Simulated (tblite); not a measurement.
Run record: tight-binding relaxation, `CB(C)c1cccc2c(-n3cccc3)cccc12`.

Computed with GFN2-xTB geometry optimisation, gas phase (tblite 0.8.0). Start geometry: from a force field or distance geometry. The input is one job of a driver script: a line of settings, then coordinates in Å.

Input:
```
{"job": {"kind": "relax", "xc": "GFN2-xTB", "basis": "xTB"}, "charge": 0, "multiplicity": 1}
C     -4.416300     0.564400     0.816500
B     -3.304100    -0.093400    -0.126200
C     -3.696400    -0.107900    -1.666600
C     -1.830800     0.307900     0.289100
C     -1.595900     1.359500     1.158800
C     -0.307200     1.727200     1.525900
C      0.776100     1.012000     1.029900
C      0.571200    -0.059600     0.176100
C      1.647700    -0.777600    -0.314800
N      2.933900    -0.344900     0.116300
C      3.741900     0.375300    -0.699400
C      4.928900     0.658600    -0.041700
C      4.782000     0.071300     1.210500
C      3.559000    -0.547400     1.282600
C      1.479800    -1.838900    -1.172400
C      0.181500    -2.182200    -1.515300
C     -0.887300    -1.475300    -1.040300
C     -0.734400    -0.411700    -0.186100
H     -5.444000     0.461100     0.390700
H     -4.220300     1.677300     0.748100
H     -4.333500     0.304700     1.871400
H     -2.859300     0.200900    -2.318200
H     -4.481400     0.675800    -1.834900
H     -4.120600    -1.112500    -1.929000
H     -2.385600     1.972000     1.579900
H     -0.178800     2.568500     2.208400
H      1.760200     1.319400     1.343000
H      3.491800     0.687800    -1.712900
H      5.770700     1.224000    -0.442200
H      5.563200     0.119400     1.959200
H      3.175100    -1.091100     2.149400
H      2.315700    -2.416100    -1.566400
H     -0.016600    -3.021500    -2.204600
H     -1.879700    -1.777600    -1.337600
```

Output:
```
step      E/eV     max force
  0   -1266.02188    2.397
  1   -1266.35186    1.869
  2   -1266.51168    1.236
  3   -1266.60933    0.510
  4   -1266.65563    0.477
  5   -1266.69249    0.452
  6   -1266.72090    0.460
  7   -1266.74694    0.473
  8   -1266.76923    0.445
  9   -1266.78933    0.365
... (227 lines left out)
237   -1266.99213    0.019
238   -1266.99218    0.017
239   -1266.99224    0.016
240   -1266.99230    0.016
241   -1266.99238    0.014
242   -1266.99244    0.018
243   -1266.99248    0.015
244   -1266.99252    0.022
245   -1266.99256    0.012
246   -1266.99262    0.010
```

«max force» is the largest atomic force in eV/Å.

Problem. From which step on does the largest force stay under 0.1 eV/Å, and how much energy is left to gain from there?

Solution. From step 160 (0.079 eV/Å), 11.2 meV above the end.

Main results: energy lowered by 22.4 kcal/mol over 246 steps; largest atomic force 0.010 eV/Å at the end.

Time: 4.5 s of wall time. Hardware: Arm Neoverse V1, one thread, no GPU, on a shared host.
Labels such as C1 count atoms from 1, the log's own numbers from 0.
